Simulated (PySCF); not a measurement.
# Stretching LiHg⁺

Set-up: basis Li def2-TZVP, Hg def2-TZVP with ECP60; scalar-relativistic core potentials; PySCF 2.14. Energies in eV from Li⁺ + Hg in their ground configurations at the same level. State: ¹Σ⁺ (singlet), closed shell.

```json
{"R (Å)": "2.308", "M06-L": "-0.2627"}
{"R (Å)": "2.416", "M06-L": "-0.3775"}
{"R (Å)": "2.523", "M06-L": "-0.4468"}
{"R (Å)": "2.603", "M06-L": "-0.4768"}
{"R (Å)": "2.684", "M06-L": "-0.4931"}
{"R (Å)": "2.764", "M06-L": "-0.4988"}
{"R (Å)": "2.872", "M06-L": "-0.4937"}
{"R (Å)": "3.006", "M06-L": "-0.4737"}
{"R (Å)": "3.167", "M06-L": "-0.4369"}
{"R (Å)": "3.382", "M06-L": "-0.3774"}
```

Q: Put a parabola through the three lowest points of the M06-L curve and estimate Re, k and ωe (reduced mass 6.78 u; 1 eV/Å² = 0.16022 mdyn/Å; ωe = 1302.8·√(k/μ) cm⁻¹).

A: Through R = 2.684, 2.764, 2.872 Å the second-order coefficient is 0.630 eV/Å², so Re ≈ 2.781 Å, k ≈ 0.202 mdyn/Å and ωe ≈ 225 cm⁻¹. A polynomial fit of higher order to the unrounded M06-L energies gives Re = 2.776 Å, k = 0.193 mdyn/Å, ωe = 220 cm⁻¹; anharmonicity and rounding make the difference.

The higher-order fit for each curve: M06-L: Re = 2.776 Å, ωe = 220 cm⁻¹, De = 0.499 eV.

Closed-shell solutions of metal pairs were not tested for spin polarisation, which can lower them a little. Spin–orbit coupling is left out. For an ion De counts to the pair picked by the measured ionisation energies or electron affinities, which need not be the lowest pair at this level.
